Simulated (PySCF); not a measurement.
## Stretching AlTl

Set-up: PySCF, scalar-relativistic core potentials, basis sets Al cc-pV(D+d)Z, Tl cc-pVDZ-PP with ECP60. Energies in eV from Al + Tl in their ground configurations at the same level. State: ³Π (triplet), unpaired electrons σ ↑, π ↑.

All columns are MN15. A positive dipole means Al(−)Tl(+).

| R (Å) | E (eV) | μ (D) | Mulliken charge on Al (basis-dependent) | HOMO (eV) | LUMO (eV) | Mayer bond order | ⟨S²⟩ |
| --- | --- | --- | --- | --- | --- | --- | --- |
| 2.521 | -1.133 | -0.33 | 0.05 | -4.60 | -2.66 | 1.28 | 2.00 |
| 2.638 | -1.325 | -0.28 | 0.04 | -4.60 | -2.54 | 1.23 | 2.00 |
| 2.755 | -1.426 | -0.22 | 0.04 | -4.58 | -2.43 | 1.19 | 2.00 |
| 2.843 | -1.458 | -0.17 | 0.04 | -4.51 | -2.36 | 1.17 | 2.00 |
| 2.931 | -1.463 | -0.13 | 0.04 | -4.42 | -2.30 | 1.14 | 2.00 |
| 3.019 | -1.448 | -0.08 | 0.03 | -4.33 | -2.24 | 1.12 | 2.00 |
| 3.136 | -1.404 | -0.04 | 0.03 | -4.23 | -2.16 | 1.10 | 2.00 |
| 3.283 | -1.324 | 0.01 | 0.03 | -4.12 | -2.08 | 1.08 | 2.00 |
| 3.459 | -1.206 | 0.05 | 0.02 | -4.00 | -1.99 | 1.05 | 2.00 |
| 3.693 | -1.031 | 0.09 | 0.02 | -3.86 | -1.90 | 1.03 | 2.00 |

A fit through these points gives, at Re = 2.905 Å, μ = -0.14 D and dμ/dR = 0.498 D/Å; the reduced mass is 23.84 u.

How strong is the fundamental in the double-harmonic approximation, I = 42.26·(dμ/dR)²/μred km/mol?

I = 42.26·(0.498)²/23.84 = 0.440 km/mol at MN15.

These are scalar-relativistic numbers at best; spin–orbit coupling would shift them, the dissociation energy most. The state was picked by a PBE0 search and need not be the measured ground state.
